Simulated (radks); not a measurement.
Results of a calculation; reference values are marked as such.
All-electron atom: Tb I in [Xe] 4f9 6s1 5f1 (not the ground configuration).

Code: a radial shooting solver on a logarithmic mesh with Libxc functionals. Model: scalar-relativistic Kohn-Sham, SCAN, spin-unpolarised, spherical densities, finite nucleus; meta-GGA in the generalised Kohn-Sham scheme; Fermi nuclear charge, rms radius 5.06 fm.

Energy parts (eV):
| part | energy |
|---|---|
| total | -318634.30 |
| kinetic | 342913.33 |
| electron-nucleus | -778334.55 |
| Hartree | 123775.43 |
| exchange-correlation | -6988.51 |

Orbitals (lengths in bohr, moments of r in powers of bohr; <r^-3> diverges for s and p1/2):
| orbital | occ. | eigenvalue (eV) | <1/r> | <r^-3> | <r^4> | <r^2> |
|---|---|---|---|---|---|---|
| 1s | 2 | -51932.69 | 73.09 | - | 1.064e-06 | 0.0006317 |
| 2s | 2 | -8635.440 | 16.99 | - | 0.0001681 | 0.009880 |
| 2p | 6 | -7669.783 | 15.81 | 12100 | 0.0001263 | 0.007988 |
| 3s | 2 | -1928.788 | 6.253 | - | 0.006432 | 0.06526 |
| 3p | 6 | -1628.821 | 5.862 | 2563 | 0.006775 | 0.06559 |
| 3d | 10 | -1238.281 | 5.552 | 343.2 | 0.005408 | 0.05512 |
| 4s | 2 | -389.9133 | 2.623 | - | 0.1590 | 0.3307 |
| 4p | 6 | -290.6726 | 2.409 | 567.7 | 0.2095 | 0.3740 |
| 4d | 10 | -154.2087 | 2.122 | 63.83 | 0.3347 | 0.4524 |
| 5s | 2 | -53.2529 | 0.9979 | - | 5.866 | 1.979 |
| 5p | 6 | -30.0705 | 0.8317 | 72.08 | 12.41 | 2.800 |
| 4f | 9 | -7.6483 | 1.507 | 8.214 | 4.472 | 1.119 |
| 6s | 1 | -7.0950 | 0.3310 | - | 395.8 | 16.18 |
| 5f | 1 | -0.3861 | 0.06153 | 0.0009255 | 180100 | 360.9 |

The highest occupied level is 5f at -0.386 eV. The electron density at the nucleus is 7.2e+05 e/bohr^3 (large components only). The density falls to 0.001 e/bohr^3 at r = 4.47 bohr.
